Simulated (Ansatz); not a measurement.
Geometry optimisation, RKS PBE/def2-SVP (Ansatz 0.2.0).

Input:

```yaml
crystal:
  periodic: [false, false, false]
  atoms:
    - { symbol: Si, position_ang: [0.0, 0.0, 0.0] }
    - { symbol: H, position_ang: [0.8436, 0.0, 1.4296] }
    - { symbol: O, position_ang: [1.8237, 0.0, 0.457] }
    - { symbol: H, position_ang: [2.14, -0.9521, 0.3404] }
    - { symbol: F, position_ang: [-0.7489, 1.2974, -0.5295] }
    - { symbol: O, position_ang: [-0.7913, -1.3709, -0.5594] }
    - { symbol: H, position_ang: [-1.2459, -1.8365, 0.2129] }
basis:
  gaussian: { orbitals: def2-SVP }
hamiltonian:
  xc: pbe
relax:
  f_tol: 0.15
  max_steps: 25
  restrain:
    - { distance: [1, 2], at: 2.21, k: 30.0 }
    - { distance: [0, 1], at: 1.46, k: 30.0 }
    - { distance: [0, 2], at: 1.68, k: 30.0 }
```

Run as:

```bash
$ ansatz run input.yaml --threads 1 --pin off --max-ram 2048MiB --backend cpu --events-out ev --progress --plain --runs-dir out
```

Where does it end, and by what steps?

The run converged. The restraints hold the end off the free minimum. After 6 steps the energy has fallen by 3.662 eV (the restraints' own energy left out); H2 moved furthest, 0.61 Å.

```json
{"step": "0", "energy less start (eV)": "0.0000", "largest force component (eV/Å)": "5.062", "accepted": "yes"}
{"step": "1", "energy less start (eV)": "-1.5030", "largest force component (eV/Å)": "2.655", "accepted": "yes"}
{"step": "2", "energy less start (eV)": "-2.6326", "largest force component (eV/Å)": "1.943", "accepted": "yes"}
{"step": "3", "energy less start (eV)": "-3.4871", "largest force component (eV/Å)": "1.226", "accepted": "yes"}
{"step": "4", "energy less start (eV)": "-3.6003", "largest force component (eV/Å)": "1.203", "accepted": "yes"}
{"step": "5", "energy less start (eV)": "-3.6508", "largest force component (eV/Å)": "1.191", "accepted": "yes"}
{"step": "6", "energy less start (eV)": "-3.6621", "largest force component (eV/Å)": "1.123", "accepted": "yes"}
```

```xyz
7
Properties=species:S:1:pos:R:3
Si 0.141 -0.069 0.203
H 0.274 0.004 1.648
O 1.777 -0.039 -0.046
H 2.256 -0.832 0.250
F -0.480 1.276 -0.457
O -0.624 -1.412 -0.404
H -1.322 -1.790 0.158
```

The run took 15 s on 1 thread of Arm Neoverse V1 (shared host), peak memory 0.13 GiB.
